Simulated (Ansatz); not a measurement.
CH$_{5}$FO$_{3}$Si, SMILES `OC(O)(F)O[SiH3]`, relaxed with RKS PBE0-D4/def2-TZVP in the Gaussian-basis code of Ansatz from a PBE-D4/def2-SVP geometry. The force threshold is 0.005 eV/Å; the program also tests the step.

Total charge 0; spin multiplicity 1.

Start:

```xyz
11

O     1.065   -0.431    1.275
C     0.852   -0.369   -0.091
O     1.548   -1.325   -0.802
F     1.329    0.852   -0.558
O    -0.496   -0.466   -0.324
Si   -1.584    0.830   -0.076
H     2.033   -0.460    1.404
H     0.993   -2.127   -0.791
H    -1.557    1.773   -1.243
H    -1.260    1.558    1.195
H    -2.923    0.165    0.011
```

Q: By how much does the energy fall, and how many steps does the optimiser take? (Estimate.)

A: The calculation gave: 8.62 kJ/mol, in 30 steps, 1 of them rejected.

Q: Which bonds change most? (An estimate is asked.)

A: Computed: O5–Si6 from 1.710 to 1.673 Å; C2–F4 from 1.392 to 1.363 Å; Si6–H9 from 1.500 to 1.481 Å; Si6–H10 from 1.500 to 1.481 Å.

Q: Give the relaxed structure. (Estimate.)

A: Computed: 
```xyz
11

O     1.093    0.137    0.934
C     0.843   -0.383   -0.319
O     1.410   -1.610   -0.524
F     1.426    0.429   -1.246
O    -0.499   -0.419   -0.503
Si   -1.552    0.748    0.069
H     2.048    0.187    1.052
H     0.854   -2.262   -0.085
H    -1.032    2.106   -0.215
H    -1.790    0.576    1.521
H    -2.801    0.492   -0.683
```
